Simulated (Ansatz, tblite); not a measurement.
Cost and result up the ladder for Rb2F2 (the lowest singlet isomer of a short search) (4 atoms). Total charge 0; singlet. Geometry: PBE0-D4/def2-TZVP.

| atom | x (Å) | y (Å) | z (Å) |
| --- | --- | --- | --- |
| Rb1 | -1.413 | 0.927 | -0.862 |
| Rb2 | 1.413 | -0.926 | 0.863 |
| F3 | -1.100 | -0.706 | 1.044 |
| F4 | 1.100 | 0.705 | -1.045 |

Ansatz on 4 threads of Arm Neoverse V2 on a shared host; xTB runs through tblite on one thread. Times are rough, summed over both states, and most runs start from the orbitals of an earlier one. PBE-QIDH/def2-TZVP serves as the yardstick here, not as an exact answer. Differences are given only for rows in sets of like size (and for xTB, whose basis is part of the method), since another set adds its own error. The other state is a quintet at its own geometry, which has other bonds, so the gap mixes isomer and spin.

In the def2 sets Rb takes a core potential, while STO-3G treats all electrons; there is no spin–orbit coupling. The xTB rows come from tblite. LC-ωPBE has ω = 0.4 bohr⁻¹. Correlated methods freeze 2 core orbitals; core or outer-core shells of Rb are correlated, in sets that lack core-valence functions. In the quintet geometry the species has come apart into loosely held pieces. The structure comes from a short search, and lower isomers may exist.

Correlated methods converge slowly with the basis.

xTB has no spin-polarisation term.

```csv
level,functions,wall time,quintet − singlet (eV),difference from PBE-QIDH/def2-TZVP (eV),remarks
GFN1-xTB,16,0.003 s,11.05,-0.29,–
GFN2-xTB,16,0.003 s,12.79,1.45,–
HF/STO-3G,54,0.75 s,4.72,–,HOMO above zero (quintet)
MP2/def2-TZVP,128,2 s,11.90,0.55,–
PBE-D4/def2-TZVP (with forces),128,5.1 s,11.58,0.23,–
BLYP-D4/def2-TZVP,128,5.9 s,11.38,0.03,–
LC-ωPBE/def2-TZVP,128,7.1 s,12.04,0.70,–
CAM-B3LYP-D4/def2-TZVP,128,7.2 s,11.62,0.27,–
RPA@PBE/def2-TZVP,128,10 s,10.31,-1.03,–
PBE-QIDH/def2-TZVP,128,11 s,11.35,0.00,–
r2SCAN0-D4/def2-TZVP,128,12 s,11.10,-0.24,–
```
